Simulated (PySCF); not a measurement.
A run for PySCF: R-M06-2X/def2-TZVPP on SiH4 (SMILES [SiH4]).

```python
from pyscf import gto, dft

mol = gto.M(
    atom='''
    Si   -0.00000015   -0.00000044    0.00000113
    H    -0.82825702   -1.19610627   -0.27295409
    H     1.36101041   -0.20770973   -0.54377167
    H     0.08097323    0.22107289    1.46142328
    H    -0.61372648    1.18274356   -0.64469865
    ''',
    basis='def2-tzvpp',
    charge=0, spin=0, verbose=4, max_memory=1800)
mf = dft.RKS(mol, xc='m062x').density_fit(auxbasis='def2-universal-jkfit')
mf.grids.level = 4
mf.conv_tol = 1e-9
mf.max_cycle = 150
mf.kernel()
mf.dip_moment()
```

It printed:

```
PySCF version 2.14.0

[INPUT] verbose = 4
[INPUT] num. atoms = 5
[INPUT] num. electrons = 18
[INPUT] charge = 0
[INPUT] spin (= nelec alpha-beta = 2S) = 0
[INPUT] symmetry False subgroup None
[INPUT] Mole.unit = angstrom
[INPUT] Symbol           X                Y                Z      unit          X                Y                Z       unit  Magmom
[INPUT]  1 Si    -0.000000150000  -0.000000440000   0.000001130000 AA   -0.000000283459  -0.000000831479   0.000002135391 Bohr   0.0
[INPUT]  2 H     -0.828257020000  -1.196106270000  -0.272954090000 AA   -1.565178928548  -2.260313266175  -0.515808474680 Bohr   0.0
[INPUT]  3 H      1.361010410000  -0.207709730000  -0.543771670000 AA    2.571936927582  -0.392514503107  -1.027579530597 Bohr   0.0
[INPUT]  4 H      0.080973230000   0.221072890000   1.461423280000 AA    0.153017228121   0.417767215666   2.761689751264 Bohr   0.0
[INPUT]  5 H     -0.613726480000   1.182743560000  -0.644698650000 AA   -1.159774962593   2.235061403993  -1.218303881377 Bohr   0.0

nuclear repulsion = 21.3328408259145
number of shells = 38
number of NR pGTOs = 127
number of NR cGTOs = 98
basis = def2-tzvpp
ecp = {}


******** <class 'pyscf.df.df_jk.DFRKS'> ********
method = DFRKS
initial guess = minao
damping factor = 0
level_shift factor = 0
DIIS = <class 'pyscf.scf.diis.CDIIS'>
diis_start_cycle = 1
diis_space = 8
diis_damp = 0
SCF conv_tol = 1e-09
SCF conv_tol_grad = None
SCF max_cycles = 150
direct_scf = False
XC library pyscf.dft.libxc version 7.1.2
    S. Lehtola, C. Steigemann, M. J. T. Oliveira, and M. A. L. Marques,  SoftwareX 7, 1–5 (2018)
XC functionals = m062x
    Y. Zhao and D. G. Truhlar,  Theor. Chem. Acc. 120, 215 (2008)
    Y. Zhao and D. G. Truhlar,  Theor. Chem. Acc. 120, 215 (2008)
radial grids:
    Treutler-Ahlrichs [JCP 102, 346 (1995); DOI:10.1063/1.469408] (M4) radial grids

becke partition: Becke, JCP 88, 2547 (1988); DOI:10.1063/1.454033
pruning grids: <function nwchem_prune>
grids dens level: 4
symmetrized grids: False
atomic radii adjust function: <function treutler_atomic_radii_adjust>
small_rho_cutoff = 0
Set gradient conv threshold to 3.16228e-05
Initial guess from minao.
tot grids = 91752
******** <class 'pyscf.df.df.DF'> ********
auxbasis = def2-universal-jkfit
init E= -291.558469473027
  HOMO = -0.38715578277404  LUMO = 0.0333849712933785  gap/eV = 11.44350
cycle= 1 E= -291.850624500942  delta_E= -0.292  |g|= 0.12  |ddm|= 1.36
  HOMO = -0.413295789176999  LUMO = 0.0631698571329365  gap/eV = 12.96529
cycle= 2 E= -291.854472428895  delta_E= -0.00385  |g|= 0.0395  |ddm|= 0.106
  HOMO = -0.406202924840432  LUMO = 0.0687254541637888  gap/eV = 12.92346
cycle= 3 E= -291.854785557051  delta_E= -0.000313  |g|= 0.0125  |ddm|= 0.0463
  HOMO = -0.40743264739089  LUMO = 0.0684200342737002  gap/eV = 12.94861
cycle= 4 E= -291.854821274406  delta_E= -3.57e-05  |g|= 0.00101  |ddm|= 0.00873
  HOMO = -0.407504534160272  LUMO = 0.0684166035737045  gap/eV = 12.95047
cycle= 5 E= -291.854821928708  delta_E= -6.54e-07  |g|= 0.000107  |ddm|= 0.00151
  HOMO = -0.407469690856124  LUMO = 0.0684419433826977  gap/eV = 12.95022
cycle= 6 E= -291.854821935676  delta_E= -6.97e-09  |g|= 2.29e-05  |ddm|= 0.000184
  HOMO = -0.407476783690959  LUMO = 0.0684377184803405  gap/eV = 12.95029
cycle= 7 E= -291.854821935895  delta_E= -2.19e-10  |g|= 3.21e-06  |ddm|= 4.69e-05
  HOMO = -0.407476173948708  LUMO = 0.0684380206337543  gap/eV = 12.95028
Extra cycle  E= -291.854821935898  delta_E= -3.41e-12  |g|= 1.45e-06  |ddm|= 4.5e-06
converged SCF energy = -291.854821935898
Dipole moment(X, Y, Z, Debye): -0.00005, -0.00002,  0.00002
```

Self-consistency was reached.

Cost: around 9 core-seconds (rough).
